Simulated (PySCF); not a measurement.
Molfile (atoms numbered from 1):
```
C6H13O2P
     RDKit          3D

 22 22  0  0  0  0  0  0  0  0999 V2000
    3.0817   -0.3581    0.0569 C   0  0  0  0  0  0  0  0  0  0  0  0
    2.0131    0.3451   -0.5270 O   0  0  0  0  0  0  0  0  0  0  0  0
    0.7583    0.0064   -0.0040 C   0  0  2  0  0  0  0  0  0  0  0  0
    0.2007   -1.3781   -0.4276 C   0  0  0  0  0  0  0  0  0  0  0  0
   -1.4543   -0.6109   -0.7417 P   0  0  2  0  0  5  0  0  0  0  0  0
   -2.4533   -0.7612    0.7852 C   0  0  0  0  0  0  0  0  0  0  0  0
   -2.1910   -0.9003   -1.9752 O   0  0  0  0  0  0  0  0  0  0  0  0
   -0.3553    0.8852   -0.6089 C   0  0  1  0  0  0  0  0  0  0  0  0
   -0.7684    2.1189    0.1659 C   0  0  0  0  0  0  0  0  0  0  0  0
    3.9883    0.0131   -0.4159 H   0  0  0  0  0  0  0  0  0  0  0  0
    2.9969   -1.4370   -0.1143 H   0  0  0  0  0  0  0  0  0  0  0  0
    3.1312   -0.1737    1.1379 H   0  0  0  0  0  0  0  0  0  0  0  0
    0.7763    0.0916    1.0939 H   0  0  0  0  0  0  0  0  0  0  0  0
    0.6385   -1.6952   -1.3747 H   0  0  0  0  0  0  0  0  0  0  0  0
    0.2960   -2.1768    0.3040 H   0  0  0  0  0  0  0  0  0  0  0  0
   -3.2633   -0.0363    0.7296 H   0  0  0  0  0  0  0  0  0  0  0  0
   -1.8597   -0.5985    1.6788 H   0  0  0  0  0  0  0  0  0  0  0  0
   -2.8812   -1.7622    0.7935 H   0  0  0  0  0  0  0  0  0  0  0  0
   -0.0521    1.1572   -1.6250 H   0  0  0  0  0  0  0  0  0  0  0  0
    0.0530    2.8326    0.1952 H   0  0  0  0  0  0  0  0  0  0  0  0
   -1.6225    2.5915   -0.3156 H   0  0  0  0  0  0  0  0  0  0  0  0
   -1.0433    1.8663    1.1883 H   0  0  0  0  0  0  0  0  0  0  0  0
  1  2  1  0
  2  3  1  0
  3  4  1  0
  4  5  1  0
  5  6  1  1
  5  7  2  0
  5  8  1  0
  8  9  1  0
  8  3  1  0
  1 10  1  0
  1 11  1  0
  1 12  1  0
  3 13  1  1
  4 14  1  0
  4 15  1  0
  6 16  1  0
  6 17  1  0
  6 18  1  0
  8 19  1  6
  9 20  1  0
  9 21  1  0
  9 22  1  0
M  END
```

All values are calculated (PySCF): shieldings: GIAO PBE0/pcSseg-1, geometry from GFN2-xTB. Non-relativistic Hamiltonian, single conformer, equivalent nuclei averaged, in vacuum.

References, each an isolated molecule treated in the same way: TMS for 13C (σref 186.93).

Question: Do the 13C shifts follow the atomic charges (in e)? Tabulate both.

Answer: 
```json
{"atoms": "C3", "hybridisation": "sp3", "δ (ppm)": "75.0", "σ para (ppm)": "-140", "Hirshfeld": "+0.04", "IAO": "+0.09", "Mulliken": "+0.09", "ESP-fitted": "+0.35"}
{"atoms": "C1", "hybridisation": "sp3", "δ (ppm)": "58.8", "σ para (ppm)": "-117", "Hirshfeld": "-0.04", "IAO": "-0.20", "Mulliken": "-0.02", "ESP-fitted": "-0.14"}
{"atoms": "C8", "hybridisation": "sp3", "δ (ppm)": "58.5", "σ para (ppm)": "-131", "Hirshfeld": "-0.07", "IAO": "-0.36", "Mulliken": "-0.51", "ESP-fitted": "-0.14"}
{"atoms": "C4", "hybridisation": "sp3", "δ (ppm)": "44.4", "σ para (ppm)": "-119", "Hirshfeld": "-0.13", "IAO": "-0.56", "Mulliken": "-0.41", "ESP-fitted": "-0.67"}
{"atoms": "C6", "hybridisation": "sp3", "δ (ppm)": "17.3", "σ para (ppm)": "-88", "Hirshfeld": "-0.16", "IAO": "-0.69", "Mulliken": "-0.49", "ESP-fitted": "-0.62"}
{"atoms": "C9", "hybridisation": "sp3", "δ (ppm)": "15.3", "σ para (ppm)": "-74", "Hirshfeld": "-0.12", "IAO": "-0.42", "Mulliken": "-0.19", "ESP-fitted": "-0.37"}
```

Correlation coefficients of δ with charge over these carbons: Hirshfeld +0.86, IAO +0.80, Mulliken +0.47, ESP-fitted +0.77; with the paramagnetic shielding -0.96. With so few points these coefficients are fragile. Charge is one influence among several: hybridisation and low-lying excitations act through the paramagnetic term.

Shifts are as computed. Against solution values, carbons near 30 ppm lie about +3 ppm off and those near 130 ppm about +5 ppm. Of 1211 compounds with measured shifts, 218 miss one by over three times the rms of a fit or turn the order of signals round; such compounds aren't used in these exercises.
